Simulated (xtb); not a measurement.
FK, charge -1, doublet, at the geometry of the source list (GFN-xTB shapes and energies of metal compounds can be far from the true ones) (a state made from the parent by changing its charge; the spin is typed, not shown lowest); xtb with GFN0-xTB.

Input for xtb:
```
$ xtb mol.xyz --gfn 0 --chrg -1 --uhf 1 --hess --json

# file mol.xyz
2

K     -0.53980000    -0.44520000    -0.72920000
F      0.53980000     0.44520000     0.72920000
```

The log (banner, timings and long lists left out):

```
   ID    Z sym.   atoms
    1   19 K      1
    2    9 F      2

           -------------------------------------------------
          |                Calculation Setup                |
           -------------------------------------------------

           -------------------------------------------------
          |                 G F N 0 - x T B                 |
           -------------------------------------------------

          ...................................................
          :                      SETUP                      :
          :.................................................:
          :  # basis functions                   8          :
          :  # atomic orbitals                   8          :
          :  # shells                            4          :
          :  # electrons                         9          :
          :  electronic temp.          300.0000000     K    :
          :  accuracy                    1.0000000          :
          :  -> integral cutoff          0.2500000E+02      :
          :  -> integral neglect         0.1000000E-07      :
          ...................................................

         :::::::::::::::::::::::::::::::::::::::::::::::::::::
         ::                     SUMMARY                     ::
         :::::::::::::::::::::::::::::::::::::::::::::::::::::
         :: total energy              -5.285249675808 Eh    ::
         :: gradient norm              0.058909323913 Eh/a0 ::
         :: HOMO-LUMO gap              2.783187845201 eV    ::
         ::.................................................::
         :: H0 energy                 -4.377598945070 Eh    ::
         :: repulsion energy           0.007239949268 Eh    ::
         :: electrostat energy        -0.914767830676 Eh    ::
         :: -> Gsolv                   0.000000000000 Eh    ::
         ::    -> Gsasa                0.000000000000 Eh    ::
         ::    -> Gshift               0.000000000000 Eh    ::
         :: dispersion energy         -0.000122849331 Eh    ::
         :: short-range corr.          0.000000000000 Eh    ::
         :: add. restraining           0.000000000000 Eh    ::
         :: total charge              -1.000000000000 e     ::
         :::::::::::::::::::::::::::::::::::::::::::::::::::::

           -------------------------------------------------
          |                Numerical Hessian                |
           -------------------------------------------------
step length          :   0.00500
SCC accuracy         :   0.30000
Hessian scale factor :   1.00000
frozen atoms in %    :   0.00000    0
RMS gradient         :   0.05891 !! INCOMPLETELY OPTIMIZED GEOMETRY !!

writing file <hessian>.

 vibrational frequencies (cm⁻¹)
eigval :        0.00     0.00     0.00     0.00     0.00   437.55
           -------------------------------------------------
          |                Property Printout                |
           -------------------------------------------------

    * Orbital Energies and Occupations

         #    Occupation            Energy/Eh            Energy/eV
      -------------------------------------------------------------
         1        2.0000           -0.7733136             -21.0429
         2        2.0000           -0.4366710             -11.8824
         3        2.0000           -0.4366710             -11.8824
         4        2.0000           -0.4365492             -11.8791
         5        1.0000           -0.2111892              -5.7468 (HOMO)
         6                         -0.1089090              -2.9636 (LUMO)
         7                         -0.1089090              -2.9636
         8                         -0.0123767              -0.3368
      -------------------------------------------------------------
                  HL-Gap            0.1022803 Eh            2.7832 eV
             Fermi-level            0.0000000 Eh            0.0000 eV

     #   Z          covCN         q      C6AA      α(0)
     1  19 K        0.587    -0.172   492.109    91.132
     2   9 F        0.587    -0.828    20.375     5.207

 Mol. C6AA /au·bohr⁶  :        630.645084
 Mol. C8AA /au·bohr⁸  :     101059.670739
 Mol. α(0) /au        :         96.338412

Wiberg/Mayer (AO) data.
largest (>0.10) Wiberg bond orders for each atom

 ---------------------------------------------------------------------------
     #   Z sym  total        # sym  WBO       # sym  WBO       # sym  WBO
 ---------------------------------------------------------------------------
     1  19 K    0.237 --     2 F    0.237
     2   9 F    0.237 --     1 K    0.237
 ---------------------------------------------------------------------------

 dipole moment from electron density (au)
     X       Y       Z
   0.0875   0.0721   0.1182  total (Debye):    0.416

           -------------------------------------------------
          |               Frequency Printout                |
           -------------------------------------------------
 vibrational frequencies (cm⁻¹)
eigval :        0.00     0.00     0.00     0.00     0.00   437.55
 reduced masses (amu)
   1: 25.57   2: 25.57   3: 32.53   4: 32.53   5: 32.53   6: 25.57
 IR intensities (km·mol⁻¹)
   1: 19.14   2: 19.14   3: 16.78   4: 16.78   5: 16.78   6: 11.88
 Raman intensities (Ä⁴*amu⁻¹)
Molecule has the following symmetry elements: (Cinf) (sigma)
It seems to be the Cinfv point group
   1:  0.00   2:  0.00   3:  0.00   4:  0.00   5:  0.00   6:  0.00
 output can be read by thermo (or use thermo option).
 writing <g98.out> molden fake output.
 recommended (thermochemical) frequency scaling factor: 1.0
           -------------------------------------------------
          |             Thermodynamic Functions             |
           -------------------------------------------------

cin symmetry found (for desy threshold:  0.10E+00) used in thermo

          ...................................................
          :                      SETUP                      :
          :.................................................:
          :  # frequencies                           1      :
          :  # imaginary freq.                       0      :
          :  linear?                              true      :
          :  only rotor calc.                    false      :
          :  symmetry                              cin      :
          :  rotational number                       1      :
          :  scaling factor                  1.0000000      :
          :  rotor cutoff                   50.0000000 cm⁻¹ :
          :  imag. cutoff                  -20.0000000 cm⁻¹ :
          :.................................................:

    mode    ω/cm⁻¹     T·S(HO)/kcal·mol⁻¹    T·S(FR)/kcal·mol⁻¹   T·S(vib)
   ------------------------------------------------------------------------
   ------------------------------------------------------------------------

   temp. (K)  partition function   enthalpy   heat capacity  entropy
                                   cal/mol     cal/K/mol   cal/K/mol   J/K/mol
 298.15  VIB   1.14                  172.311      1.388      0.834
         ROT   642.                  592.502      1.987     14.834
         INT   731.                  764.813      3.376     15.669
         TR   0.428E+27             1481.254      4.968     38.082
         TOT                        2246.0665     8.3437    53.7508   224.8932

       T/K    H(0)-H(T)+PV         H(T)/Eh          T*S/Eh         G(T)/Eh
   ------------------------------------------------------------------------
    298.15    0.357933E-02    0.457615E-02    0.255387E-01   -0.209626E-01
   ------------------------------------------------------------------------

         :::::::::::::::::::::::::::::::::::::::::::::::::::::
         ::                  THERMODYNAMIC                  ::
         :::::::::::::::::::::::::::::::::::::::::::::::::::::
         :: total free energy          -5.306212248321 Eh   ::
         ::.................................................::
         :: total energy               -5.285249675808 Eh   ::
         :: zero point energy           0.000996811819 Eh   ::
         :: G(RRHO) w/o ZPVE           -0.021959384332 Eh   ::
         :: G(RRHO) contrib.           -0.020962572513 Eh   ::
         :::::::::::::::::::::::::::::::::::::::::::::::::::::

           -------------------------------------------------
          | TOTAL ENERGY               -5.285249675808 Eh   |
          | TOTAL ENTHALPY             -5.280673529157 Eh   |
          | TOTAL FREE ENERGY          -5.306212248321 Eh   |
          | GRADIENT NORM               0.058909323913 Eh/α |
          | HOMO-LUMO GAP               2.783187845201 eV   |
           -------------------------------------------------
########################################################################
[WARNING] Runtime exception occurred
-1- hessian_numhess: Hessian on incompletely optimized geometry!
########################################################################

normal termination of xtb
```
